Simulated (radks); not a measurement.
Problem. Excited configurations of Ir: one electron is placed in a higher orbital outside [Xe] 4f14 5d7 6s1. The ground configuration is [Xe] 4f14 5d7 6s2. All-electron calculation, scalar-relativistic Kohn-Sham, PBEsol, spin-polarised, spherical densities, finite nucleus; open shells are filled with parallel spins first (spin-orbit coupling, left out, can overturn this in heavy ions); Fermi nuclear charge, rms radius 5.4032 fm. Program: a radial shooting solver on a logarithmic mesh with Libxc functionals. Excitation = E - E(ground); binding = E(ion) - E, where the ion is the core of charge +1; n* = 1/sqrt(2 binding) in atomic units, and the quantum defect is n - n*.

| outer orbital | excitation (eV) | binding (eV) | n* | quantum defect | eigenvalue (eV) | <r> (bohr) |
|---|---|---|---|---|---|---|
| 5f | 8.099 | 0.948 | 3.788 | 1.212 | -0.465 | 16.81 |
| 6p | 4.025 | 5.022 | 1.646 | 4.354 | -2.515 | 4.053 |
| 6d | 7.395 | 1.653 | 2.869 | 3.131 | -0.781 | 9.956 |
| 6f | 8.388 | 0.660 | 4.542 | 1.458 | -0.390 | 28.49 |
| 7d | 8.006 | 1.042 | 3.614 | 3.386 | -0.592 | 18.86 |

Estimate the row for 7s.

Solution. excitation (eV) 6.297; binding (eV) 2.750; n* 2.224; quantum defect 4.776; eigenvalue (eV) -1.672; <r> (bohr) 7.953. The Delta-SCF ionisation energy is 9.048 eV (NIST Atomic Spectra Database: 8.967 eV, measured). Self-interaction in the functional shifts the binding energies and quantum defects, so they are the method's values and not measured ones. Open shells are spherical and high-spin; term and fine-structure splittings are not resolved. Spin-orbit splitting is averaged out at the scalar-relativistic level.
